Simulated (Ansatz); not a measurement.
# One elementary step

Start structure (Si2H8O2, singlet), relaxed at PBE0-D4/def2-TZVP:

```
atom    x (Å)    y (Å)    z (Å)
 Si1   0.6672  -0.0443  -1.4053
  O2   1.0474   1.5009  -1.0078
  O3  -0.6907  -0.5564  -0.6653
 Si4  -1.3886  -0.9950   0.7493
  H5   0.4168  -0.1632  -2.8616
  H6   1.8234  -0.8509  -0.9580
  H7   1.2585   1.2974   1.6537
  H8   1.1889   1.0005   2.3362
  H9   0.5009   2.2055  -1.3584
 H10  -1.8996   0.2066   1.4562
 H11  -0.4055  -1.6950   1.6167
 H12  -2.5188  -1.9061   0.4443
```

The step: Si₂H₆O₂ ([OH][SiH2][O][SiH3]) + H₂ → Si₂H₆O ([SiH3][O][SiH3]) + H₂O; bonds formed: Si1–H8, O2–H7; bonds broken: Si1–O2, H7–H8. Computed with Ansatz 0.2.0 (basis: def2-TZVPP and def2-QZVPP); correlated methods freeze the cores. Extrapolation: Hartree–Fock as exp(−7.88 √X), correlation as X^−2.97. Energies below are by CCSD(T) at an estimated basis limit (MP2 extrapolated from triple and quadruple zeta, plus CCSD(T) − MP2 in triple zeta).

**Question.** What are the electronic barrier and the energy of the step, from the start structure to the end structure? (Judge from chemistry; the value comes from the calculation.)

**Answer.** By the calculation: Barrier 58.87 kcal/mol; step energy 19.93 kcal/mol (uphill); reverse barrier, their difference, 38.94 kcal/mol. Barrier and step energy count from the start structure, the reverse barrier from the end structure.

The saddle point: One imaginary mode of 1114i cm⁻¹.
```
  pair  start (Å)  saddle (Å)  end (Å)
Si1–H8       3.92        1.77     1.49
 O2–H7       2.68        1.10     0.96
Si1–O2       1.64        1.87     2.83
 H7–H8       0.75        1.18     2.78
```

Zero-point energy (harmonic, PBE0-D4): ZPE is 46.19 kcal/mol at the start and 47.84 kcal/mol at the saddle, so the barrier goes from 58.87 to 60.53 kcal/mol.

No T1 diagnostic of these runs exceeds 0.013.

Labels in which every atom is bracketed show which atoms are joined, not bond orders.

For scale, one of the runs: CCSD(T)/def2-TZVPP, 258 basis functions, launched by `ansatz run in.yaml --threads 4 --pin off --events-out ev --progress --plain --max-ram 9574MiB`. Time: 2.3 min of wall clock on 4 CPU threads of an Arm Neoverse V2; the host was shared. Peak host memory: 5.7 GiB.
